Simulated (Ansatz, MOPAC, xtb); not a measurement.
Pair of molecules: HF (SMILES F) (first 2 atoms) with CHN (SMILES C#N); geometry from B3LYP-D3(BJ)/def2-TZVP, rigid monomers moved along the line of their centres of mass till H2···N4 is 2.09 Å.
(charge 0, multiplicity 1):
```xyz
5

F     -0.048    -0.993    -0.137
H      0.037    -0.480     0.644
C      0.336     1.291     3.333
N      0.230     0.664     2.384
H      0.435     1.877     4.220
```

Interaction energies are E(AB) − E(A) − E(B) at the monomers' geometry in the complex; basis-set methods are counterpoise corrected.

The state that PM6 reach isn't checked.

The values were computed with Ansatz (Gaussian basis) for Hartree–Fock, density functionals and correlated methods; MOPAC for PM6 (differences of heats of formation); xtb for the GFN methods. Values without a source in brackets are computed.

Task: Predict the interaction energy from GFN-FF.

Result: -6.5 kcal/mol

Task: What is the computed interaction energy (PM6)?

Result: -2.5 kcal/mol

Task: Give the interaction energy at the level PBE0/def2-TZVPPD.

Result: -7.0 kcal/mol

Ansatz is an electronic-structure program.
